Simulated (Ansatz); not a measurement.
An elementary step

Start structure (Si4NH13ClF, singlet), relaxed at PBE0-D4/def2-TZVP:

Si1  (-0.253, -0.941, 0.536)
Si2  (2.079, -0.801, 0.637)
Si3  (-1.434, 0.897, 1.367)
Si4  (-1.185, -1.893, -1.380)
Cl5  (-0.578, -2.350, 2.099)
H6  (0.632, 1.678, -1.038)
N7  (0.151, 0.889, -1.460)
H8  (0.676, 2.555, 1.307)
F9  (1.251, 2.844, 0.632)
H10  (2.687, -0.030, -0.480)
H11  (2.463, -0.161, 1.923)
H12  (2.621, -2.185, 0.609)
H13  (-2.009, 1.780, 0.317)
H14  (-0.509, 1.764, 2.181)
H15  (-2.511, 0.482, 2.300)
H16  (-1.747, -3.241, -1.104)
H17  (-0.150, -2.016, -2.444)
H18  (-2.274, -1.021, -1.904)
H19  (0.764, 0.506, -2.171)
H20  (-0.675, 1.245, -1.926)
(Å)

The step: Si₄H₉Cl ([SiH3][Si]([SiH3])([SiH3])[Cl]) + NH₃ + HF → Si₃H₇Cl ([SiH3][SiH]([SiH3])[Cl]) + SiH₃F ([F][SiH3]) + NH₃; bonds formed: Si1–H8, Si2–F9; bonds broken: Si1–Si2, H8–F9. Ansatz 0.2.0; basis: def2-TZVPP and def2-QZVPP; cores frozen in the correlated methods. Extrapolation: Hartree–Fock as exp(−7.88 √X), correlation as X^−2.97. Energies below are by CCSD(T) at an estimated basis limit (MP2 extrapolated from triple and quadruple zeta, plus CCSD(T) − MP2 in triple zeta).

**Question.** What are the electronic barrier and the energy of the step, from the start structure to the end structure? (An estimate is asked for; the value comes from the calculation.)

**Answer.** Computed: Barrier 39.37 kcal/mol; step energy -27.13 kcal/mol (downhill); reverse barrier, their difference, 66.50 kcal/mol. Barrier and step energy count from the start structure, the reverse barrier from the end structure.

The saddle point: One imaginary mode of 1089i cm⁻¹.
```
   pair  start (Å)  saddle (Å)  end (Å)
 Si1–H8       3.70        1.77     1.48
 Si2–F9       3.74        2.02     1.61
Si1–Si2       2.34        2.58     3.97
  H8–F9       0.93        1.24     2.89
```

Zero-point energy (harmonic, PBE0-D4): ZPE is 79.81 kcal/mol at the start and 77.61 kcal/mol at the saddle, so the barrier goes from 39.37 to 37.17 kcal/mol.

No T1 diagnostic of these runs exceeds 0.014.

Labels in which every atom is bracketed show which atoms are joined, not bond orders.

For scale, one of the runs: CCSD(T)/def2-TZVPP, 454 basis functions, launched by `ansatz run in.yaml --threads 4 --pin off --events-out ev --progress --plain --max-ram 46080MiB --backend cuda --devices 0, --max-vram 37GiB`. Hardware: 4 CPU threads of an AMD EPYC 7R13 and a share of one NVIDIA H100, shared host. Wall time 26 s; peak host memory 0.94 GiB.
